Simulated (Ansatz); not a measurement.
Z-matrix (Å, degrees):
```
Si
O 1 1.5608
H 1 1.5222 2 116.75
H 1 1.5222 3 101.31 2 -127.94
H 1 1.5222 3 101.31 4 -104.12
```
Charge -1, spin multiplicity 1.

Level of theory: frozen-core CCSD(T)/aug-cc-pVTZ // CAM-B3LYP-D3(BJ)/def2-TZVPD (Ansatz, a program for electronic structure).

```yaml
HF energy: -365.61390 Ha
MP2 correlation energy: -0.40318 Ha
```

Question: Estimate the CCSD correlation energy, the (T) correction, the total energy and the T1 diagnostic.

Answer: 
```
Item                            Result
-----------------------  -------------
CCSD correlation energy    -0.41847 Ha
(T) correction             -0.01678 Ha
CCSD(T) total energy     -366.04914 Ha
T1 diagnostic                    0.016
```
